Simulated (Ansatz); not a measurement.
Cost and result up the ladder for Be₉O₉, a nanocrystal cut from wurtzite BeO (bare) (18 atoms). Charge 0, multiplicity 1. Geometry: PBE-D4/def2-SVP.

```xyz
18

Be   -1.915   -0.165   -0.603
O    -1.793    1.164    0.356
O    -2.040   -1.257    0.563
Be   -1.614    0.021    1.452
Be   -0.546   -1.696    0.941
O    -0.264   -0.546    2.081
Be   -0.466    1.949    0.208
O     0.657    1.950    1.351
Be    0.903    0.418    1.752
O    -1.040   -0.397   -1.860
Be    0.047   -1.521   -1.549
O     0.489   -2.107   -0.135
Be    0.328    0.512   -1.920
O     0.539    1.798   -1.084
O     1.384   -0.693   -1.914
Be    1.568    1.500    0.097
Be    1.696   -1.018   -0.376
O     2.069    0.088    0.641
```

Ansatz; hardware A = 2 threads of AMD EPYC 7R13 on a shared host and a share (18 GiB) of an NVIDIA H100 80GB HBM3; B = 2 threads of AMD EPYC 7R13 on a shared host. Times are rough, and most runs start from the orbitals of an earlier one. PBE0-D4/def2-TZVP serves as the yardstick here, not as an exact answer. Differences are given only for rows in sets of like size (and for xTB, whose basis is part of the method), since another set adds its own error. Binding counts from free atoms at the same level (Be singlet, O triplet; other spins of the atoms weren't run), without zero-point energy or a counterpoise term.

B3LYP takes the VWN-RPA correlation. Correlated methods freeze 9 core orbitals. The rows differ in basis, and correlated rows in double-zeta sets carry the largest basis error. Single mean-field runs in def2-TZVP are fitted with def2-universal-jkfit.

Correlated methods converge slowly with the basis, most of all in double-zeta sets.

```csv
level,functions,wall time,binding energy per atom (eV),difference from PBE0-D4/def2-TZVP (eV)
MP2/def2-TZVP [A],450,2.9 s,5.42,0.08
LDA (SPW92)/def2-TZVP [A],450,4.2 s,6.19,0.86
r2SCAN-D4/def2-TZVP [A],450,4.7 s,5.47,0.13
PBE-D4/def2-TZVP (with forces) [A],450,4.8 s,5.50,0.17
B3LYP-D4/def2-TZVP (with forces) [A],450,5 s,5.35,0.01
PBE0-D4/def2-TZVP [A],450,5.5 s,5.34,0.00
RPA@PBE/def2-TZVP [A],450,6 s,4.71,-0.63
CCSD(T)/def2-SVP [A],207,7 s,4.73,–
B97M-V/def2-TZVP [A],450,8 s,5.29,-0.05
PBE-D4/def2-SVP [B],207,10 s,5.54,–
PBE0-D4/def2-SVP [B],207,13 s,5.35,–
```
